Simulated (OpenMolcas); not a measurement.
## W I: effect of the basis set

| Quantity | Value |
| --- | --- |
| Program | OpenMolcas |
| Method | MS-CASPT2, IPEA 0.25 Eh, imaginary shift 0.1 Eh (closed shells correlated: 5s 5p 6s) |
| Active space | 4 electrons in 5 orbitals (5d) |
| State averaging | 2S+1 = 5 even, 5 roots; 2S+1 = 3 even, 45 roots; 2S+1 = 1 even, 50 roots (49 in the spin-orbit step) |
| Spin-orbit coupling | state interaction with AMFI integrals over the reference wave functions, term energies averaged over their components |

A. ANO-R1 [7s5p4d2f], X2C, finite nucleus; CASPT2 step of the order of 11 core-seconds
B. ANO-RCC-VDZP [7s6p4d2f1g], DKH2, point nucleus; CASPT2 step of the order of 18 core-seconds
C. ANO-R2 [8s6p5d3f2g], X2C, finite nucleus; CASPT2 step of the order of 40 core-seconds
D. ANO-RCC-VTZP [8s7p5d3f2g1h], DKH2, point nucleus; CASPT2 step roughly 50 core-seconds
E. ANO-R3 [9s7p6d4f3g2h], X2C, finite nucleus; CASPT2 step about 2.8 core-minutes
F. ANO-RCC-VQZP [9s8p6d4f3g2h], DKH2, point nucleus; CASPT2 step about 110 core-seconds

Energies in cm-1 above 5d4 6s2 5D0, the measured ground level; measured values from NIST Handbook of Basic Atomic Spectroscopic Data.

```
                Level      A      B      C      D      E      F  Measured
   5d4 6s2 5D0 [71 %]    0.0    0.0    0.0    0.0    0.0    0.0       0.0
          5d4 6s2 5D1   1902   1849   2040   1954   2060   2050      1670
          5d4 6s2 5D2   3870   3800   4050   3920   4060   4050      3326
          5d4 6s2 5D3   5620   5580   5760   5620   5750   5760      4830
          5d4 6s2 5D4   7120   7150   7160   7050   7100   7130      6219
5d4 6s2 3P0(1) [57 %]  11220  11640  10850  10950  10690  10790      9258
   5d4 6s2 3H4 [54 %]  14140  14710  13120  13370  12720  12870          
       5d4 6s2 3P1(1)  15400  15910  14870  15010  14650  14760     13307
   5d4 6s2 3G3 [55 %]  16330  16900  15380  15620  15000  15170          
5d4 6s2 3F2(1) [75 %]  16660  17250  15760  16000  15390  15570          
          5d4 6s2 3H5  17230  17840  16130  16400  15670  15850          
          5d4 6s2 3H6  18800  19500  17580  17900  17060  17270          
5d4 6s2 3P2(1) [58 %]  19440  19950  18650  18860  18340  18490          
5d4 6s2 3F3(1) [54 %]  21400  21910  20330  20590  19910  20100          
   5d4 6s2 3D3 [62 %]  22350  22800  21300  21530  20900  21110          
          5d4 6s2 3G5  23620  24270  22600  22820  22140  22340          
          5d4 6s2 3D1  24460  24890  23480  23690  23090  23300          
          5d4 6s2 1I6  26050  27100  24510  24980  23830  24140          
          5d4 6s2 1S0  26110  26880  25640  25870  25310  25530          
   5d4 6s2 1F3 [73 %]  30990  31800  29260  29740  28680  28940          
       5d4 6s2 3P2(2)  34590  35060  32720  33180  32160  32390          
5d4 6s2 3F4(2) [75 %]  36130  37000  34360  34810  33730  34030          
       5d4 6s2 3F2(2)  37570  38210  35640  36130  35010  35320          
       5d4 6s2 3F3(2)  37990  38750  36110  36590  35450  35780
```

Deviations, from unrounded energies. A percentage is the sum of absolute deviations over the sum of measured energies, with the sign that they share, or ± where signs differ.

```csv
Against measurement,Levels,A,B,C,D,E,F
mean absolute deviation (cm-1),6,1100,1200,1000,980,950,990
fine structure of the ground term (%),4,+15.4,+14.5,+18.5,+15.6,+18.1,+18.3
other terms of the ground configuration (%),2,+18.0,+22.1,+14.0,+15.0,+12.3,+13.2
```

D, E, F lie about equally close to measurement and B furthest from it. The largest miss of E in the table is 5d4 6s2 3P0(1) [57 %], by +1400 cm-1. The ranking rests on the paired levels alone, and a cruder setting can come out closer through cancelling errors.

The two smallest mean deviations differ by little beside CASPT2's spread within terms, so their order carries little weight.

Among A to F the level of the table that moves most is 5d4 6s2 3F3(2), by 3300 cm-1 (lowest in E, highest in B). Moves below CASPT2's spread within the term are not significant.

CASPT2 breaks the degeneracy within a term, and the mean is taken; among the terms shown or strongly mixed into the levels shown the widest spread is 1400 cm-1 (5d4 6s2 1I, E). Some high roots are left out of the spin-orbit mixing, which shifts the levels that they would mix with. With the s shell closed, the reference lacks s² → p², s² → d² and s → d mixing, so excited terms can stand far too high and out of order, with CASPT2 too. Some terms miss by over 15 % even with CASPT2, which points to a basis or an active space too small for the shells correlated. The CASPT2 spread within a term exceeds the gap to the next term for 5d4 6s2 3H and 5d4 6s2 3F(1), 5d4 6s2 3D and 5d4 6s2 1G(1), 5d4 6s2 1G(1) and 5d4 6s2 1S and others, so the order of their levels is uncertain, and so are names and mixing where such terms share a J (figures for A; the like holds for B, C, D, E, F). Computed and measured levels are paired by configuration, term and J; levels that our copy of the source lacks, or whose pairing is in doubt (as where it misses far off the trend of its configuration), stay unpaired and out of the deviations. Levels of configurations outside the active space are missing. Levels that lie high or do not pair safely by name in every column are left out.

A share in square brackets marks a mixed level and gives the weight of the term that names it, the lowest over the columns. A number in round brackets counts repeated terms of one configuration in the order of the reference energies.
